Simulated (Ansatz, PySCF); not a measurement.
Gas-phase reaction in SMILES: CO[Si](Cl)(OC)OC [chloro(trimethoxy)silane] + 7 [H][H] (H2) → 3 C (CH4) + Cl (HCl) + 3 O (H2O) + [SiH4] (SiH4)
Structures are relaxed separately at B3LYP-D3(BJ)/def2-TZVP in Ansatz (a quantum-chemistry and plane-wave program), one conformer each, not searched for the lowest. Frequencies are from Ansatz or PySCF.
Geometry of the first species:
SMILES: CO[Si](Cl)(OC)OC
```xyz
17

C      0.9206     2.5731    -0.0901
O     -0.1230     1.6739     0.2662
Si    -0.0486     0.0603     0.2031
Cl     0.4152    -0.5157    -1.7365
O      1.1038    -0.4807     1.1994
C      1.5014    -1.8375     1.3586
O     -1.4773    -0.5767     0.6107
C     -2.7062    -0.3825    -0.0796
H      1.2207     2.4268    -1.1302
H      1.7885     2.4337     0.5577
H      0.5410     3.5862     0.0331
H      2.3202    -1.8606     2.0760
H      0.6741    -2.4404     1.7387
H      1.8447    -2.2553     0.4094
H     -2.6261    -0.7171    -1.1164
H     -2.9967     0.6700    -0.0627
H     -3.4679    -0.9722     0.4282
```

Wanted: energy of full hydrogenation (0 K, with B3LYP-D3(BJ) harmonic zero-point energies), in eV. Cores are frozen in the correlated levels unless marked. Spin-orbit coupling is left out. No relativistic terms. CBS marks a two-point X^-3 extrapolation of the correlation energy; Hartree-Fock from the larger set. [CCSD(T)-MP2]/basis is that difference in the basis named.

Level to compare with: RI-MP2/CBS(aug-cc-pV(T+d)Z,aug-cc-pV(Q+d)Z)+[CCSD(T)-MP2]/aug-cc-pV(T+d)Z (Ansatz), 0.78 eV. It is a level with limits of its own, and the differences hold the functionals' basis error too.

Task: Rank these functionals by how close they come to RI-MP2/CBS(aug-cc-pV(T+d)Z,aug-cc-pV(Q+d)Z)+[CCSD(T)-MP2]/aug-cc-pV(T+d)Z, closest first: r2SCAN0/def2-TZVPD (Ansatz); HSE06/def2-TZVPD (Ansatz); BHLYP/def2-TZVPD (Ansatz).

Result: r2SCAN0/def2-TZVPD (hybrid meta-GGA, 0.79 eV, difference 0.01), BHLYP/def2-TZVPD (global hybrid, 0.48 eV, difference -0.30), HSE06/def2-TZVPD (screened hybrid, 0.31 eV, difference -0.47)
